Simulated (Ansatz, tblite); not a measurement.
Cost and result up the ladder for (NaNH2)2 ring (Na₂N₂H₄) (8 atoms). Charge 0, multiplicity 1. Geometry: PBE0-D4/def2-SVP.

Cartesian coordinates in Å:
```
Na 0.324 -0.353 1.340
N -0.473 -1.666 -0.324
Na -0.322 0.352 -1.340
N 0.474 1.666 0.324
H -1.392 -2.109 -0.219
H 0.095 -2.447 -0.666
H -0.097 2.445 0.666
H 1.391 2.111 0.220
```

Ansatz on 4 threads of AMD EPYC 7B13 on a shared host; xTB runs through tblite on one thread. Times are rough, summed over both states, and most runs start from the orbitals of an earlier one. PBE0-D4/def2-TZVP serves as the yardstick here, not as an exact answer. The other state is a doublet.

The xTB rows come from tblite.

Raw xTB energies of ions are shifted by several eV.

```tsv
level	functions	vertical IE (eV)	difference from PBE0-D4/def2-TZVP (eV)
PBE0-D4/def2-TZVP	150	6.76	0.00
PBE-D4/def2-TZVP	150	6.51	-0.25
GFN2-xTB	20	10.89	4.13
GFN1-xTB	24	10.56	3.80
r2SCAN-D4/def2-TZVP (with forces)	150	6.48	-0.28
```

Question: Estimate how long each takes.

Answer: GFN2-xTB 0.006 s; GFN1-xTB 0.007 s; PBE-D4/def2-TZVP 2.8 s; PBE0-D4/def2-TZVP 3.3 s; r2SCAN-D4/def2-TZVP (with forces) 4.8 s. On shared hardware such times vary by a factor of up to 3.
